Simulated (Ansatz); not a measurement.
Frontier orbitals of BH9OSi3 (`O[SiH2]B([SiH3])[SiH3]`).

Cartesian coordinates in Å:
```
O 1.517 -0.672 2.374
Si 1.496 0.290 1.029
B -0.100 0.132 -0.156
Si -1.480 -1.279 0.154
Si -0.313 1.368 -1.716
H 1.287 -1.595 2.258
H 1.655 1.674 1.545
H 2.656 -0.009 0.127
H -2.418 -0.647 1.131
H -2.259 -1.684 -1.048
H -0.934 -2.513 0.791
H 0.529 2.595 -1.676
H -1.733 1.776 -1.908
H 0.096 0.562 -2.906
```

Total charge 0; spin multiplicity 1. The geometry is a stationary point of PBE0-D4/def2-TZVP. It is one conformer, not always the lowest. Basis def2-TZVPP, the Gaussian-basis code of Ansatz.

```json
{"functional": "PBE", "HOMO (eV)": "-6.49", "LUMO (eV)": "-4.07", "gap (eV)": "2.42"}
{"functional": "B97M-V", "HOMO (eV)": "-6.94", "LUMO (eV)": "-4.01", "gap (eV)": "2.93"}
{"functional": "PBE0", "HOMO (eV)": "-7.72", "LUMO (eV)": "-3.20", "gap (eV)": "4.52"}
{"functional": "ωB97M-V", "HOMO (eV)": "-9.84", "LUMO (eV)": "-1.23", "gap (eV)": "8.61"}
```

A quarter of exact exchange (PBE0) shifts PBE's HOMO by −1.23 eV and its LUMO by +0.87 eV; full exchange at long range (ωB97M-V) shifts them by −3.35 and +2.84 eV. The gap opens from 2.42 to 8.61 eV, since occupied levels lose self-interaction and empty ones feel all the electrons.
